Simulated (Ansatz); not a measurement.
Born–Oppenheimer molecular dynamics of AlClFH3S (7 atoms, charge 0, multiplicity 1). It starts at the highest image of a converged band, a first-order saddle point between two minima.

These are results of RHF/def2-SVP in Ansatz, not measurements.

```yaml
ensemble: NVE (velocity Verlet)
time_step: 0.5 fs
steps_asked: 200
starting_velocities_drawn_for: 100 K
seed: 2697
```

First frame:

```xyz
7
Properties=species:S:1:pos:R:3
Al 0.120 -0.405 -0.105
Cl -0.089 0.031 2.241
F 1.635 0.111 -0.519
H -1.155 0.065 -0.869
S 0.198 -2.618 0.631
H -1.106 -2.886 0.493
H 0.029 -1.422 1.914
```

Question: How far do the bonds stretch over the last three quarters of this one trajectory? (Pairs bonded in most of those frames.)

Answer: 
```tsv
bond	mean (Å)	spread (Å)	shortest	longest
Al1–Cl2	2.151	0.106	1.97	2.29
Al1–F3	1.657	0.032	1.61	1.72
Al1–H4	1.566	0.033	1.52	1.62
S5–H6	1.338	0.010	1.32	1.36
S5–H7	1.370	0.101	1.21	1.51
```

Mean temperature of the second half: 1369 K. The conserved energy stayed within 0.58 meV per atom of its start (net change -0.48 meV per atom), so the integration is sound. The kinetic energy rose, since the run started high on the potential surface and went downhill. It ends in pieces (AlClFH + H2S), so much of that is their flight and rotation, not heat. A run of 0.1 ps of so small a system gives no equilibrium averages. The orbitals stay closed-shell, which can raise the energy where a bond breaks towards radicals; this wasn't checked here.

Run time: 3.5 min on 1 thread of Arm Neoverse V2, with other jobs on the host, peak memory 0.15 GiB.
